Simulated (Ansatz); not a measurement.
C2H8OSi2 can be A, `CC(=O)[SiH2][SiH3]`, or B, `C=C[SiH2][SiH2]O`.

Calculated with Ansatz (gas phase, PBE0-D4/def2-TZVP geometries, no zero-point term in ΔE). CBS: MP2 limit from def2 TZ/QZ plus the TZ coupled-cluster correction, frozen cores. DFT in def2-TZVPP. B3LYP here is the variant with VWN-RPA as its local correlation; programs differ in this. Each species was taken in one conformer, which may not be the lowest.

Problem. Which isomer does CCSD(T)/CBS put lower? Give the gap. (Best estimate.)

Solution. Ansatz gave: B, by 116.7 kJ/mol.

Problem. Give E(B) − E(A) in kJ/mol with PBE-D4, r2SCAN-D4, B3LYP, B2PLYP, ωB97M-V, PBE0-D4, CCSD(T)/def2-TZVPP. (Best estimate.)

Solution. Ansatz gave: PBE-D4 -84.2, r2SCAN-D4 -97.5, B3LYP -102.5, B2PLYP -107.8, ωB97M-V -106.7, PBE0-D4 -96.2, CCSD(T)/def2-TZVPP -110.2. None reverses the order clearly.

Largest T1 diagnostic: 0.015.

From PBE to PBE0 (25 % exact exchange), in def2-TZVPP and without D4, E(B) − E(A) moves by −12.1 kJ/mol.
